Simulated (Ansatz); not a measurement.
## Nudged elastic band run: H6O2SSn

Input:

```yaml
crystal:
  periodic: [false, false, false]
  atoms:
    - { symbol: Sn, position_ang: [-0.089627, 0.014828, 0.06537] }
    - { symbol: O, position_ang: [-0.00624, -0.045887, 2.057744] }
    - { symbol: H, position_ang: [-0.771094, 0.369111, 2.473026] }
    - { symbol: H, position_ang: [1.483071, 0.087849, -0.553783] }
    - { symbol: H, position_ang: [-1.175035, 1.288531, -0.333247] }
    - { symbol: O, position_ang: [-0.93853, -1.679913, -0.556643] }
    - { symbol: H, position_ang: [-1.899828, -1.617794, -0.598193] }
    - { symbol: S, position_ang: [1.464831, -2.932519, 1.360012] }
    - { symbol: H, position_ang: [0.333653, -3.01425, 0.618073] }
    - { symbol: H, position_ang: [0.891099, -2.039356, 2.202139] }
basis:
  gaussian: { orbitals: def2-SVP }
hamiltonian:
  xc: pbe0
neb:
  order_check: false
  images: 9
  f_tol: 0.5
  max_iterations: 46
  final_atoms:
    - { symbol: Sn, position_ang: [0.41693216, -0.41673403, -0.51804165] }
    - { symbol: O, position_ang: [-1.26633952, -1.11765142, 2.34876713] }
    - { symbol: H, position_ang: [-1.22938307, -0.35258071, 2.93314683] }
    - { symbol: H, position_ang: [0.96072038, -0.75476925, -2.09953168] }
    - { symbol: H, position_ang: [0.54131896, 1.2145427, -0.01254071] }
    - { symbol: O, position_ang: [-1.42545298, -1.11057212, -0.44355111] }
    - { symbol: H, position_ang: [-1.69042183, -1.12176943, 0.49581703] }
    - { symbol: S, position_ang: [1.7772757, -1.6214029, 1.13094181] }
    - { symbol: H, position_ang: [1.56338793, -2.82773178, 0.56022363] }
    - { symbol: H, position_ang: [-0.35573773, -1.46073106, 2.33926673] }
  initial_path:
    images:
      - { positions_ang: [[-0.089627, 0.014828, 0.06537], [-0.00624, -0.045887, 2.057744], [-0.771094, 0.369111, 2.473026], [1.483071, 0.087849, -0.553783], [-1.175035, 1.288531, -0.333247], [-0.93853, -1.679913, -0.556643], [-1.899828, -1.617794, -0.598193], [1.464831, -2.932519, 1.360012], [0.333653, -3.01425, 0.618073], [0.891099, -2.039356, 2.202139]] }
      - { positions_ang: [[-0.07255519, 0.0126784, 0.05337526], [0.00129048, -0.03902742, 2.10920871], [-0.79178725, 0.23738503, 2.51128594], [1.51192742, 0.06980844, -0.5628935], [-1.10472535, 1.31740989, -0.37694505], [-0.94036189, -1.66092893, -0.57403498], [-1.79851935, -1.7048233, -0.45203118], [1.37450015, -2.82603882, 1.25550783], [0.29119853, -3.09661922, 0.59493016], [0.82133244, -1.87924408, 2.17609479]] }
      - { positions_ang: [[-0.05548337, 0.0105288, 0.04138051], [0.00882096, -0.03216783, 2.16067342], [-0.81248049, 0.10565907, 2.54954588], [1.54078383, 0.05176788, -0.57200399], [-1.03441571, 1.34628879, -0.4206431], [-0.94219378, -1.64194485, -0.59142695], [-1.6972107, -1.7918526, -0.30586936], [1.28416931, -2.71955864, 1.15100367], [0.24874407, -3.17898844, 0.57178733], [0.75156588, -1.71913216, 2.15005058]] }
      - { positions_ang: [[-0.03841156, 0.0083792, 0.02938577], [0.01635144, -0.02530825, 2.21213814], [-0.83317374, -0.0260669, 2.58780582], [1.56964025, 0.03372731, -0.58111449], [-0.96410606, 1.37516768, -0.46434114], [-0.94402567, -1.62296078, -0.60881893], [-1.59590205, -1.8788819, -0.15970754], [1.19383846, -2.61307847, 1.0464995], [0.2062896, -3.26135766, 0.54864449], [0.68179933, -1.55902025, 2.12400637]] }
      - { positions_ang: [[-0.02133974, 0.0062296, 0.01739103], [0.02388193, -0.01844867, 2.26360285], [-0.85386699, -0.15779286, 2.62606576], [1.59849666, 0.01568675, -0.59022499], [-0.89379641, 1.40404657, -0.50803919], [-0.94585756, -1.6039767, -0.6262109], [-1.4945934, -1.9659112, -0.01354572], [1.10350762, -2.50659829, 0.94199534], [0.16383513, -3.34372688, 0.52550166], [0.61203277, -1.39890833, 2.09796217]] }
      - { positions_ang: [[-0.00426793, 0.00408, 0.00539629], [0.03141241, -0.01158909, 2.31506756], [-0.87456024, -0.28951883, 2.6643257], [1.62735308, -0.00235381, -0.59933548], [-0.82348677, 1.43292547, -0.55173724], [-0.94768945, -1.58499263, -0.64360288], [-1.39328475, -2.05294049, 0.1326161], [1.01317677, -2.40011811, 0.83749117], [0.12138067, -3.4260961, 0.50235882], [0.54226621, -1.23879641, 2.07191796]] }
      - { positions_ang: [[0.07997209, -0.08008281, -0.0992913], [-0.22813798, -0.23280155, 2.32180747], [-0.9455248, -0.3021312, 2.71808993], [1.49402654, -0.1528369, -0.89937472], [-0.55052562, 1.38924891, -0.44389794], [-1.04324216, -1.49010852, -0.60359252], [-1.45271217, -1.86670628, 0.20525629], [1.16599656, -2.24437507, 0.8961813], [0.40978212, -3.30642323, 0.51393178], [0.36266542, -1.28318334, 2.12538771]] }
      - { positions_ang: [[0.16421211, -0.16424561, -0.20397889], [-0.48768837, -0.45401402, 2.32854739], [-1.01648937, -0.31474358, 2.77185415], [1.3607, -0.30331998, -1.19941396], [-0.27756448, 1.34557236, -0.33605863], [-1.13879486, -1.39522442, -0.56358217], [-1.51213958, -1.68047207, 0.27789647], [1.31881634, -2.08863203, 0.95487143], [0.69818357, -3.18675037, 0.52550475], [0.18306464, -1.32757027, 2.17885747]] }
      - { positions_ang: [[0.24845213, -0.24840842, -0.30866648], [-0.74723875, -0.67522649, 2.3352873], [-1.08745394, -0.32735596, 2.82561838], [1.22737346, -0.45380307, -1.4994532], [-0.00460333, 1.30189581, -0.22821932], [-1.23434757, -1.30034032, -0.52357182], [-1.571567, -1.49423786, 0.35053666], [1.47163613, -1.93288899, 1.01356155], [0.98658502, -3.06707751, 0.53707771], [0.00346385, -1.3719572, 2.23232722]] }
      - { positions_ang: [[0.33269215, -0.33257123, -0.41335407], [-1.00678914, -0.89643896, 2.34202722], [-1.1584185, -0.33996833, 2.87938261], [1.09404692, -0.60428616, -1.79949244], [0.26835781, 1.25821925, -0.12038002], [-1.32990028, -1.20545622, -0.48356146], [-1.63099442, -1.30800365, 0.42317685], [1.62445591, -1.77714594, 1.07225168], [1.27498648, -2.94740464, 0.54865067], [-0.17613694, -1.41634413, 2.28579698]] }
      - { positions_ang: [[0.41693216, -0.41673403, -0.51804165], [-1.26633952, -1.11765142, 2.34876713], [-1.22938307, -0.35258071, 2.93314683], [0.96072038, -0.75476925, -2.09953168], [0.54131896, 1.2145427, -0.01254071], [-1.42545298, -1.11057212, -0.44355111], [-1.69042183, -1.12176943, 0.49581703], [1.7772757, -1.6214029, 1.13094181], [1.56338793, -2.82773178, 0.56022363], [-0.35573773, -1.46073106, 2.33926673]] }
```

Launched with:

```bash
$ ansatz run input.yaml --threads 2 --pin off --max-ram 3072MiB --backend cpu --events-out ev --progress --plain --runs-dir out
```

Output, in part (warnings, iteration lines, the closing report on the highest movable image, with atoms numbered from 0):

```
NEB end point (image 0): max|allowed force component| = 1.206e-2 eV/Å (the criterion of neb.relax_end_points is 1.000e-1)
NEB end point (image 10): max|allowed force component| = 2.383e-2 eV/Å (the criterion of neb.relax_end_points is 1.000e-1)
NEB iter   1: max|band force component| = 3.150e1 eV/Å  barrier→ = 5.3353 eV  barrier← = 6.0967 eV  Δτ_max = 0.2000 Å  (278 SCF iters)
NEB iter   2: max|band force component| = 1.830e0 eV/Å  barrier→ = 1.1508 eV  barrier← = 1.9122 eV  Δτ_max = 0.2000 Å  (270 SCF iters)
NEB iter   3: max|band force component| = 1.705e0 eV/Å  barrier→ = 0.7036 eV  barrier← = 1.4650 eV  Δτ_max = 0.2000 Å  (257 SCF iters)
NEB iter   4: max|band force component| = 1.843e0 eV/Å  barrier→ = 0.6411 eV  barrier← = 1.4025 eV  Δτ_max = 0.1027 Å  (270 SCF iters)
NEB iter   5: max|band force component| = 1.370e0 eV/Å  barrier→ = 0.6199 eV  barrier← = 1.3813 eV  Δτ_max = 0.1018 Å  (252 SCF iters)
NEB iter   6: max|band force component| = 1.817e0 eV/Å  barrier→ = 0.6212 eV  barrier← = 1.3826 eV  Δτ_max = 0.0509 Å  (252 SCF iters)
NEB iter   7: max|band force component| = 7.659e-1 eV/Å  barrier→ = 0.6112 eV  barrier← = 1.3726 eV  Δτ_max = 0.1005 Å  (247 SCF iters)
NEB iter   8: max|band force component| = 5.189e-1 eV/Å  barrier→ = 0.6061 eV  barrier← = 1.3674 eV  Δτ_max = 0.1001 Å  (259 SCF iters)
NEB iter   9: max|band force component| = 4.311e-1 eV/Å  barrier→ = 0.5869 eV  barrier← = 1.3483 eV  CI = image 4  Δτ_max = 0.0000 Å  (490 SCF iters)
Total energy: -20843.32219068 eV, -765.9779623962 hartree
Atom 0 at     0.133034    -0.235000    -0.049662 Å, force    -0.024285     0.060996     0.074359 eV/Å
Atom 1 at    -0.341901    -0.517519     2.044364 Å, force     0.115506    -0.062012    -0.186879 eV/Å
Atom 2 at    -1.005852    -0.066441     2.582133 Å, force     0.058219    -0.062086     0.129964 eV/Å
Atom 3 at     1.414228    -0.197564    -1.190834 Å, force     0.048381     0.001427     0.000256 eV/Å
Atom 4 at    -0.470825     1.387666     0.082110 Å, force    -0.006808    -0.078653     0.031077 eV/Å
Atom 5 at    -1.227500    -1.461794    -0.799339 Å, force     0.016501    -0.031926    -0.097805 eV/Å
Atom 6 at    -1.895848    -1.672408    -0.139676 Å, force    -0.095095     0.004096     0.047899 eV/Å
Atom 7 at     1.552108    -2.219544     1.287808 Å, force     0.173597    -0.149198    -0.032085 eV/Å
Atom 8 at     0.689863    -3.119599     0.764718 Å, force     0.012469    -0.000753    -0.011972 eV/Å
Atom 9 at     0.444993    -1.467198     2.152876 Å, force    -0.298485     0.318108     0.045187 eV/Å
Dipole moment:    -0.371698     0.260351     0.418539 e Å
```

The run converged. The threshold of 0.5 eV/Å is loose, so the images may lie well off the minimum-energy path. The order of the stationary point at the top wasn't checked. Another band between the same ends, with other settings, climbed to 0.373 eV only, so this may not be the lowest route. The orbitals stay closed-shell, which can raise the energy where a bond breaks towards radicals; this wasn't checked here.

Final band (atoms are numbered from 1 in the order of the input):

| image | path coordinate (Å) | energy (kJ/mol) | Sn1–O2 (Å) | S8–H10 (Å) | Sn1–S8 (Å) |
| --- | --- | --- | --- | --- | --- |
| 0 | 0.00 | 0.0 | 2.00 | 1.36 | 3.57 |
| 1 | 0.56 | 2.5 | 2.00 | 1.36 | 3.62 |
| 2 | 1.13 | 10.0 | 2.01 | 1.37 | 3.45 |
| 3 | 1.69 | 33.3 | 2.05 | 1.40 | 3.08 |
| 4 | 2.26 | 56.6 | 2.17 | 1.59 | 2.78 |
| 5 | 2.83 | 4.3 | 2.35 | 2.06 | 2.60 |
| 6 | 3.40 | -31.2 | 2.62 | 2.29 | 2.49 |
| 7 | 3.97 | -56.0 | 2.89 | 2.33 | 2.48 |
| 8 | 4.54 | -65.8 | 3.05 | 2.45 | 2.45 |
| 9 | 5.12 | -72.0 | 3.21 | 2.45 | 2.45 |
| 10 | 5.70 | -73.5 | 3.40 | 2.46 | 2.45 |

The run took 5 min on 2 threads of Arm Neoverse V1 (shared host), peak memory 0.24 GiB.
